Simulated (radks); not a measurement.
Mo2+, 40 electrons, occupied as [Kr] 4d2 5s2 (not the ground configuration).

All-electron calculation, Dirac Kohn-Sham, PBEsol, spin-unpolarised, spherical densities, finite nucleus; open shells fill j = l - 1/2 first; Fermi nuclear charge, rms radius 4.4091 fm. Program: a radial shooting solver on a logarithmic mesh with Libxc functionals.

Energy parts (hartree):
| part | energy |
|---|---|
| total | -4045.81602 |
| kinetic | 4194.99024 |
| electron-nucleus | -9738.76833 |
| Hartree | 1618.49640 |
| exchange-correlation | -120.53432 |

Orbitals (lengths in bohr, moments of r in powers of bohr):
orbital,occ.,eigenvalue (hartree),<r^2>,<r^4>
1s1/2,2,-728.6465,0.001670,7.220e-06
2s1/2,2,-103.7865,0.02782,0.001336
2p1/2,2,-95.57763,0.02100,0.0008871
2p3/2,4,-91.66591,0.02237,0.0009931
3s1/2,2,-18.50105,0.2109,0.06897
3p1/2,2,-15.37858,0.2090,0.07142
3p3/2,4,-14.73384,0.2193,0.07848
3d3/2,4,-9.21066,0.2054,0.08185
3d5/2,6,-9.08846,0.2087,0.08439
4s1/2,2,-3.33386,1.348,2.724
4p1/2,2,-2.42888,1.604,4.008
4p3/2,4,-2.33180,1.679,4.396
4d3/2,2,-0.99303,2.990,15.88
4d5/2,0,-0.98212,3.037,16.38
5s1/2,2,-0.76278,8.506,105.1

The highest occupied level is 5s1/2 at -20.756 eV. The configuration is held as typed, so some empty levels lie below it. Summed over all electrons, <r^2> = 39.60 bohr^2, which gives a Langevin (diamagnetic) susceptibility term of -31.4 x 10^-6 cm^3/mol.
